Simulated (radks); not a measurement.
Task: Zr3+, configuration [Ar] 3d10 4s1.5 4p6 4d1 5p0.5 (fractional occupations, a model configuration). All-electron calculation, Dirac Kohn-Sham, LDA (Slater exchange, Perdew-Wang correlation), spin-unpolarised, spherical densities, point nucleus; open shells are shared between the two j in proportion to 2j + 1. Program: a radial shooting solver on a logarithmic mesh with Libxc functionals.

Spin-orbit splittings of the eigenvalues, e(l+1/2) - e(l-1/2), with zeta = 2 splitting/(2l+1) and mean radii in bohr:

shell  occ.  splitting (eV)  zeta (eV)  <r> j=l-1/2  <r> j=l+1/2
2p        6           85.71      57.14       0.1387       0.1431
3p        6           13.68      9.120       0.4553       0.4658
3d       10           2.504      1.002       0.4502       0.4537
4p        6           1.937      1.291        1.305        1.332
4d        1               ?          ?        1.767        1.778
5p      0.5          0.3475     0.2317        3.243        3.294

Estimate the 4d splitting.

Result: 0.2070 eV (zeta = 0.08280 eV).
